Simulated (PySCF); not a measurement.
Precursor series Zr Cl-NH2. All species are isolated molecules in the gas phase. One relaxed conformer stands for each flexible species; it need not be the lowest.

The charge on the central atom (Mulliken) from two functionals at the same geometries (TPSS-D3(BJ)/def2-SVP), both in PySCF: PBE-D3(BJ)/def2-TZVP and B3LYP-D3(BJ)/def2-TZVP. B3LYP has the VWN-RPA correlation part, as in Gaussian. 

| species | PBE-D3(BJ)/def2-TZVP (e) | B3LYP-D3(BJ)/def2-TZVP (e) |
|---|---|---|
| 0 of 4 Cl replaced by NH2 ([Zr(Cl)4]) | 1.20 | 1.32 |
| 1 of 4 Cl replaced by NH2 ([Zr(Cl)3(NH2)]) | 1.27 | 1.41 |
| 2 of 4 Cl replaced by NH2 | 1.35 | 1.50 |
| 3 of 4 Cl replaced by NH2 | 1.41 | 1.58 |
| 4 of 4 Cl replaced by NH2 | 1.51 | 1.70 |

Over these rows, drawn at random from the members with no instability flagged (it was tested for open shells, ions and some series alone), PBE minus B3LYP-D3(BJ): mean -0.15 e, from -0.19 e to -0.13 e.
